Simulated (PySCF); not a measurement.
Species: C₇H₁₃Al.
Cartesian coordinates in Å at the PBE0-D3(BJ)/def2-SVP level; atoms count from 1:
```
atom  x, y, z in Å
C1    -2.7286    0.4128   -0.4188
C2    -2.3535   -0.6687    0.6086
C3    -0.8835   -0.1823    0.5264
Al4    0.2896   -1.1530   -0.7239
C5     2.1599   -0.6390   -0.8019
C6     2.9061   -0.3075    0.4844
C7     2.5715    0.7864   -0.4621
C8    -1.4268    1.1545   -0.0658
H9    -3.6809    0.9490   -0.2869
H10   -2.6992    0.0153   -1.4469
H11   -2.8015   -0.4569    1.5939
H12   -2.5829   -1.7156    0.3494
H13   -0.3665   -0.0725    1.4974
H14   -0.2935   -2.3073   -1.6625
H15    2.7941   -1.1092   -1.5635
H16    2.3681   -0.3543    1.4375
H17    3.9504   -0.6250    0.5586
H18    3.3846    1.2303   -1.0442
H19    1.7962    1.5046   -0.1744
H20   -1.5934    1.9086    0.7214
H21   -0.8812    1.6516   -0.8872
```

All values: CAM-B3LYP/def2-SVPD (PySCF, non-relativistic), on one gas-phase PBE0-D3(BJ)/def2-SVP geometry that isn't relaxed in the solvent. The solvent is an IEF-PCM continuum (cavity from Bondi-type radii × 1.2), and excitations are vertical TDDFT with non-equilibrium linear response and a frozen core. Only the electrostatic response of the medium enters.

Gas-phase singlets (H = HOMO, L = LUMO):

```csv
state,E (eV),λ (nm),f,leading configurations
S1,4.941,251,0.001,H→L 96%
S2,5.408,229,0.002,H-1→L 94%
S3,6.605,188,0.029,H→L+1 78%
S4,6.747,184,0.079,H-2→L 95%
S5,7.059,176,0.005,H-3→L 90%
```

Question: How does the list change in acetone (ε = 20.49)?

Answer: 
```tsv
state	E (eV)	λ (nm)	f	leading configurations	change by rank (eV)
S1	5.107	243	0.001	H→L 96%	+0.166
S2	5.667	219	0.002	H-1→L 93%	+0.259
S3	6.678	186	0.031	H→L+1 68%, H→L+2 13%, H→L+4 9%	+0.073
S4	6.912	179	0.105	H-2→L 95%	+0.165
S5	7.177	173	0.020	H→L+2 49%, H-1→L+1 16%, H-3→L 10%	+0.118
```

Question: The ground-state energy changes by -0.147 eV from gas to acetone. By how much does the total energy of gas-phase S1 change?

Answer: E(S1) = E(S0) + excitation energy, so it changes by -0.147 + 0.166 = +0.019 eV: it isn't lowered at all, while the ground state is. This is the vertical state, with the slow part of the continuum still set for S0.

Question: How do the frontier levels move from gas to acetone?

Answer: 
```tsv
orbital	gas (eV)	solvent (eV)	change (eV)	Löwdin shares, gas	Löwdin shares, solvent
LUMO+2	1.62	1.75	+0.13	Al4 21 %, H15 10 %, C2 9 %, C3 8 %	Al4 22 %, C2 10 %, H15 9 %, C3 8 %
LUMO+1	0.99	1.21	+0.22	Al4 58 %	Al4 59 %
LUMO	-0.04	0.32	+0.36	Al4 52 %, H14 10 %, C5 8 %, C3 7 %	Al4 50 %, H14 11 %, C5 7 %, C3 7 %
HOMO	-8.37	-8.17	+0.20	C3 31 %, Al4 17 %, C5 11 %, C2 8 %	C3 31 %, Al4 16 %, C5 12 %, C2 8 %
HOMO-1	-8.90	-8.79	+0.11	C5 20 %, Al4 20 %, H14 18 %, C7 13 %	C5 20 %, Al4 19 %, H14 17 %, C7 14 %
HOMO-2	-9.72	-9.54	+0.18	C5 39 %, C6 21 %, C7 20 %	C5 39 %, C6 21 %, C7 20 %
HOMO-3	-9.99	-9.78	+0.21	C3 21 %, C1 20 %, C2 14 %, C8 12 %	C3 21 %, C1 20 %, C2 13 %, C8 13 %
```

The HOMO–LUMO gap goes from 8.33 to 8.49 eV.
